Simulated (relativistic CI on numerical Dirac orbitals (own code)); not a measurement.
**Ligand-field terms of d5**

Computed with a parametric ligand-field model of a d^n configuration (Racah B and C, spin-orbit zeta, crystal field), exact diagonalisation.

Field parameters in Wybourne normalisation: D4h B²₀ = −7Ds, B⁴₀ = 21(Dq − Dt), B⁴₄ = 21√(5/14) Dq; Oh B⁴₀ = 21Dq, B⁴₄ = √(5/14) B⁴₀; Td as Oh with Dq negative (B⁴₀ = 21Dq, B⁴₄ = √(5/14) B⁴₀). The field is a parameter set, without covalency.

Task: Ground term and bands for B = 420, C = 1760, ζ = 0 cm⁻¹, Oh, 10Dq = 31850 cm⁻¹?

Result: Ground term 2T2 with 0.02 electrons in the two orbitals of the cubic e set. Spin-allowed: 2A2 29363 cm⁻¹ (341 nm), 2T1 29514 cm⁻¹ (339 nm), 2T2 30801 cm⁻¹ (325 nm), 2E 31722 cm⁻¹ (315 nm). Lowest spin-forbidden: 4T1 23222 cm⁻¹ (431 nm), 4T2 26483 cm⁻¹ (378 nm), 6A1 40440 cm⁻¹ (247 nm).

Task: Ground term and bands for B = 500, C = 2430, ζ = 0 cm⁻¹, Oh, 10Dq = 8500 cm⁻¹?

Result: Ground term 6A1 with 2.00 electrons in the two orbitals of the cubic e set. Spin-allowed: none. Lowest spin-forbidden: 4T1 10531 cm⁻¹ (950 nm), 2T2 12574 cm⁻¹ (795 nm), 4T2 13560 cm⁻¹ (737 nm). A high-spin d5 ion has no spin-allowed d-d band, hence its pale colour.

Task: Ground term and bands for B = 880, C = 4150, ζ = 0 cm⁻¹, D4h, 10Dq = 19750, Ds = 230, Dt = -760 cm⁻¹?

Result: Ground term 6A1 with 2.00 electrons in the two orbitals of the cubic e set. Spin-allowed: none. Lowest spin-forbidden: 2B2 548 cm⁻¹, 2E 4758 cm⁻¹ (2102 nm), 4E 6468 cm⁻¹ (1546 nm). A high-spin d5 ion has no spin-allowed d-d band, hence its pale colour.

Task: Ground term and bands for B = 780, C = 3490, ζ = 0 cm⁻¹, Oh, 10Dq = 8500 cm⁻¹?

Result: Ground term 6A1 with 2.00 electrons in the two orbitals of the cubic e set. Spin-allowed: none. Lowest spin-forbidden: 4T1 19199 cm⁻¹ (521 nm), 4T2 22931 cm⁻¹ (436 nm), 4A1+E 25250 cm⁻¹ (396 nm). A high-spin d5 ion has no spin-allowed d-d band, hence its pale colour.

Task: Ground term and bands for B = 850, C = 3660, ζ = 0 cm⁻¹, Td, 10Dq = -4000 cm⁻¹?

Result: Ground term 6A1 with 2.00 electrons in the two orbitals of the cubic e set. Spin-allowed: none. Lowest spin-forbidden: 4T1 24758 cm⁻¹ (404 nm), 4T2 26384 cm⁻¹ (379 nm), 4A1+E 26800 cm⁻¹ (373 nm). A high-spin d5 ion has no spin-allowed d-d band, hence its pale colour.
